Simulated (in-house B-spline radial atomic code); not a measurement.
# RPA and G0W0 on PBEsol: Nb⁸⁺

Configuration [Ar] 3d10 4s2 4p3, highest spin, mean-field start PBEsol. Computed with a B-spline radial code for spherical atoms: all electrons, non-relativistic, point nucleus, each spin shell either full or empty, empty states to l = 9 with an (l + 1/2)⁻⁴ tail; G0W0 by contour deformation at full frequency.

Without relativity these are model numbers: it shifts the levels of so heavy an element strongly and can reorder them.

Command:
```bash
python run_gw.py task.json out
```
Settings (radii: box in bohr, nucleus in fm):
```
Z                        41
electrons                33
configuration            [Ar] 3d10 4s2 4p3
hamiltonian              nr
method                   pbesol
lmax                     9
spin_polarised           True
box_radius               7.7
intervals                50
```

Cost of the run: 3.7 s on 1 thread of Arm Neoverse N1 (shared host).

Energies (hartree):

| term | value |
| --- | --- |
| mean-field total | -3734.95405 |
| Hartree-Fock functional on these orbitals | -3735.76891 |
| direct second order | -2.7943 |
| second-order exchange | 0.81907 |
| SOSEX correction | 0.76403 |

(1) What is the RPA correlation energy, and what remains with SOSEX?

Quasi-particle levels (eV):

| level | occupied | mean field | Σx - vxc | Σc | QP weight | G0W0 |
| --- | --- | --- | --- | --- | --- | --- |
| 4p up | yes | -150.38 | -9.32 | ? | ? | ? |
| 4s down | yes | -169.14 | -5.83 | -3.44 | 0.965 | -178.41 |
| 3d down | yes | -330.35 | -27.75 | 5.39 | 0.943 | -352.72 |
| 4p down | no | -145.06 | 11.11 | -3.22 | 0.961 | -137.17 |

G0W0 = mean field + (Σx - vxc) + Σc, with Σc (partial-wave tail included) taken at the quasi-particle energy. Only the outer levels were computed. Levels of low weight are left out.

(2) Where does G0W0 put 4p up?

Answers

(1) RPA gives -2.4967 hartree (-2.06 eV per electron); RPA + SOSEX gives -1.7326, and the second-order doubles -1.9753 hartree (no singles). SOSEX takes back 31 % of the RPA value.

(2) At -160.26 eV, with Σc = -0.56 eV and a quasi-particle weight of 0.961. The tabulated removal energy is 159.2 ± 0.7 eV (NIST, semi-empirical); the calculation leaves out relativity, Breit and QED terms, and what these don't explain is the method's own error.
